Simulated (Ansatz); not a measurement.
Reaction (homolysis of the O–Si bond): `[SiH3][O][Ga]([Cl])[Cl]` → `[O][Ga]([Cl])[Cl]`• + `[SiH3]`•

Program: Ansatz. Geometries: PBE0-D4/def2-TZVP. ΔE: electronic, gas phase. CCSD(T)/CBS adds triple-zeta CCSD(T) − MP2 to the extrapolated MP2 energy (def2 sets, frozen cores). This one scheme is used for every species. Functionals use def2-TZVPP. B3LYP here is the variant with VWN-RPA as its local correlation; programs differ in this. Open shells (•) are unrestricted, without spin–orbit coupling. For Ga outer-core shells are correlated without core-valence functions, which leaves a few kJ/mol of doubt a bond. Scalar relativity is left out up to krypton. One conformer a species, not always the lowest.

| level | ΔE (eV) |
| --- | --- |
| r2SCANh-D4 | 5.36 |
| B3LYP | 5.31 |
| HF/def2-SVP | 4.25 |
| MP2/def2-SVP | 5.69 |
| CCSD(T)/def2-TZVPP | 5.61 |
| HF/def2-QZVPP | 4.34 |
| MP2/CBS(def2) | 6.20 |
| CCSD/CBS(def2) | 5.71 |

Task: What does CCSD(T)/CBS give? (Best estimate.)

Result: Ansatz gave: +5.80 eV. The listed levels differ from it by -0.44, -0.49, -1.55, -0.11, -0.19, -1.46, 0.40, -0.09 eV.

Largest T1 diagnostic among the species: 0.015.

From BLYP to BHLYP (50 % exact exchange), in def2-TZVPP and without D4, ΔE moves by +0.15 eV. At CCSD(T), def2-SVP lies −0.48 eV from the extrapolated value and def2-TZVPP −0.19 eV: correlation converges slowly with the basis, and small sets miss more of it in the bonded molecule than in its fragments. The D4 term adds +0.14 eV with B3LYP and +0.08 eV with PBE0; it sums over pairs of atoms, weighted by their polarisabilities, and B3LYP, whose exchange is more repulsive, gets the larger term.
